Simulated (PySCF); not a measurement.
**Computed NMR parameters against published values**

Geometry:
| atom | x (Å) | y (Å) | z (Å) |
| --- | --- | --- | --- |
| C1 | 2.212 | 0.030 | -0.005 |
| O2 | 1.072 | 0.846 | -0.110 |
| C3 | -0.133 | 0.226 | -0.035 |
| C4 | -1.327 | 0.999 | -0.115 |
| C5 | -2.442 | 0.239 | -0.018 |
| S6 | -2.077 | -1.429 | 0.168 |
| C7 | -0.385 | -1.105 | 0.116 |
| H8 | 2.253 | -0.703 | -0.818 |
| H9 | 2.237 | -0.498 | 0.955 |
| H10 | 3.069 | 0.698 | -0.074 |
| H11 | -1.317 | 2.066 | -0.239 |
| H12 | -3.466 | 0.554 | -0.044 |
| H13 | 0.300 | -1.923 | 0.200 |

Published estimates (parent shift plus substituent increments) and measurements: δ ¹H H12 7.14; H11 6.73; H13 6.21 ppm (estimated from measurements, as parent shift plus tabulated substituent increment; solution, not stated per compound (mostly CDCl3 or CCl4); Pretsch, Buehlmann, Badertscher, Structure Determination of Organic Compounds, 4th ed. (2009)).

All values are calculated (PySCF 2.14): shieldings: GIAO PBE0/pcSseg-1, coordinates at the GFN2-xTB level. No solvent model, relativity neglected, equivalent nuclei averaged, one conformer.

Task: Set the calculated values beside the experiment.

Result: 
Reference values: estimated from measurements, as parent shift plus tabulated substituent increment (solution, not stated per compound (mostly CDCl3 or CCl4); Pretsch, Buehlmann, Badertscher, Structure Determination of Organic Compounds, 4th ed. (2009)).
| atoms | quantity | reference | computed | computed, scaled |
| --- | --- | --- | --- | --- |
| H12 | δ ¹H | 7.14 | 7.08 | 6.77 |
| H11 | δ ¹H | 6.73 | 6.89 | 6.59 |
| H13 | δ ¹H | 6.21 | 5.79 | 5.55 |

Computed shifts are σ(ref) − σ with the named reference compound (TMS for H and C) calculated as an isolated molecule at the same level. The measured values may be among those fitted. Empirical linear scaling, fitted to shifts measured mostly in CDCl3 for H and C (δ vs TMS): ¹H: δ = 30.01 − 0.943σ (rms 0.17 ppm, 504 shifts, 0.18 ppm with the 4 outliers that the fit left out). A few per cent of atoms miss by over 2 rms, more outside the fitted compound classes.

Task: How far are the unscaled ¹H shifts from the references?

Result: Mean signed difference -0.11 ppm, mean absolute 0.21 ppm over 3 comparisons; the largest is -0.42 ppm at H13 (hydrogen on an aromatic CH next to the ring sulfur).
